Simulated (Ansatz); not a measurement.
One change: `O[Si](O)(F)CF` becomes `CO[SiH2][Si](O)(O)F`.

Ansatz, PBE0-D4/def2-TZVP geometries, multiplicity 1. Each molecule was computed in one conformer, which needn't be the lowest.

| property | `O[Si](O)(F)CF` |
| --- | --- |
| HOMO–LUMO gap (PBE/def2-TZVPP) / eV | 6.93 |
| size of the dipole moment (B3LYP/def2-TZVPP) / D | 1.50 |
| LUMO energy (B3LYP/def2-TZVPP) / eV | 0.16 |
| HOMO energy (PBE0/def2-TZVPP) / eV | -8.90 |
| size of the dipole moment (ωB97M-V/def2-TZVPP) / D | 1.50 |
| size of the dipole moment (PBE/def2-TZVPP) / D | 1.43 |

Problem. Give the same properties after the change, and the shifts. (Best estimate.)

Solution. Ansatz gave: 
| property | `CO[SiH2][Si](O)(O)F` | shift |
| --- | --- | --- |
| HOMO–LUMO gap (PBE/def2-TZVPP) / eV | 5.51 | -1.42 |
| size of the dipole moment (B3LYP/def2-TZVPP) / D | 1.57 | 0.07 |
| LUMO energy (B3LYP/def2-TZVPP) / eV | -0.52 | -0.68 |
| HOMO energy (PBE0/def2-TZVPP) / eV | -8.20 | 0.70 |
| size of the dipole moment (ωB97M-V/def2-TZVPP) / D | 1.57 | 0.07 |
| size of the dipole moment (PBE/def2-TZVPP) / D | 1.51 | 0.08 |

With PBE0 the HOMO rises by 0.70 eV and the LUMO falls by 0.90 eV, so the gap narrows by about 1.60 eV. PBE moves the HOMO by 0.53 eV and ωB97M-V by 0.92 eV. Dipoles are sizes alone; their direction can turn.

B3LYP here is the variant with VWN-RPA as its local correlation; programs differ in this.
